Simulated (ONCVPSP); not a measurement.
# La (Z = 57): one change to an ONCV potential, before and after

- Element: lanthanum
- Generator: ONCVPSP 4.0.1
- Type: optimised norm-conserving Vanderbilt (ONCV)
- Functional: PBE
- Relativity: scalar-relativistic
- Frozen core: [Kr] 4d10
- Valence charge: 11
- Reference configuration: 5s2 5p6 5d1 6s2
- Partial waves: 5s+6s: rc 2.75 bohr, ncon 4, nbas 7, qcut 5.6 1/bohr, 2 projectors; 5p: rc 2.25 bohr, ncon 3, nbas 8, qcut 5.6 1/bohr, 2 projectors, debl 2.3 Ha; 5d: rc 4.00 bohr, ncon 4, nbas 8, qcut 4.7 1/bohr, 2 projectors, debl 1.3 Ha; f scattering state at 0.21 Ha: rc 3.20 bohr, ncon 4, nbas 8, qcut 3.4 1/bohr, 2 projectors, debl 2.8 Ha
- Local potential: polynomial inside 2.05 bohr (lpopt 5, dvloc0 0 Ha)
- Core correction: none

In the f channel the program set the typed energies aside and used -0.160, 2.640 Ha.

All-electron outer shells of the reference configuration (PBE, scalar-relativistic, ld1.x):

```
shell  level (eV)  outermost node (bohr)  outermost maximum (bohr)
   5s      -38.92                   0.77                      1.41
   5p      -22.40                   0.83                      1.58
   6s       -3.68                   1.86                      3.84
   5d       -3.09                   0.95                      2.21
```

Change: all radii scaled by about 1.18 (s 3.24, p 2.64, d 4.70, f 3.76 bohr); local potential polynomial inside 2.42 bohr (lpopt 5, dvloc0 0 Ha).

Cutoffs: the cutoffs (Ha) at which the residual kinetic energy of the hardest occupied pseudo-wave falls to 1 and 0.1 mHa per electron; they do not see the model core or the augmentation charge, which bear on the density cutoff. Errors are all-electron minus pseudo energies relative to the spin-unpolarised reference configuration.

Task: Predict the effect on cutoff, ghosts and configuration errors.

Result: The potential gets softer (10 Ha and 13 Ha → 6.3 Ha and 10 Ha); of the 4 tests that both files solve, the error grows in 3 and shrinks in 0 by more than 15 % and 0.3 meV (median size 9.3 → 34.9 meV); neither file shows a bound ghost. A larger radius leaves more room for a smooth pseudo-wave, so fewer plane waves are needed. More of the atom is replaced by a form fitted at one configuration, so other configurations suffer.

| quantity | base | changed |
| --- | --- | --- |
| cutoff, loose | 10 Ha | 6.3 Ha |
| cutoff, tight | 13 Ha | 10 Ha |
| loose cutoff by channel | s 8.6 Ha, p 10 Ha, d 5.5 Ha | s 6.3 Ha, p 6.3 Ha, d 4.9 Ha |
| bound ghosts | none | none |
| GHOST(+) flags under 300 eV | none | none |
| error for 5s2 5p6 5d1 6s1, meV [ΔE 5.97 eV] | -1.5 | -2.1 |
| error for 5s2 5p6 5d1 6s0, meV [ΔE 16.85 eV] | -5.9 | -12 |
| error for 5s2 5p6 5d0 6s0, meV [ΔE 35.80 eV] | +13 | +58 |
| error for 4f1 5s2 5p6 5d1 6s0, meV [ΔE 6.92 eV] | +1834 | +2054 |

Base: The cutoffs count occupied waves only; projector 2 of the f channel, the hardest unoccupied one, needs 36 Ha at the loose tolerance. These tests converged, but a pseudo level misses the all-electron one widely, so the file describes the atom poorly there or has found another state: 4f1 5s2 5p6 5d1 6s0: 4f by 3.1 eV. Changed file: The cutoffs count occupied waves only; projector 2 of the f channel, the hardest unoccupied one, needs 23 Ha at the loose tolerance. These tests converged, but a pseudo level misses the all-electron one widely, so the file describes the atom poorly there or has found another state: 4f1 5s2 5p6 5d1 6s0: 4f by 3.6 eV.
